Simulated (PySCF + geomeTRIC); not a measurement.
Species: [Zr(NH2)2(H)2] (charge 0, multiplicity 1).

### Question
Give a relaxed geometry from BP86-D3(BJ)/def2-SVP (PySCF + geomeTRIC).

### Answer
One answer among several that fit: the end point of this relaxation, one of several conformers.
Cartesian coordinates (Å) in one orientation:
```xyz
9

Zr     0.044     0.025    -0.154
N     -1.287     0.182    -1.669
H     -1.395    -0.398    -2.511
H     -2.033     0.894    -1.677
N      1.753    -0.908    -0.700
H      1.870    -1.657    -1.396
H      2.674    -0.723    -0.276
H     -0.776    -1.234     0.970
H      0.296     1.640     0.798
```
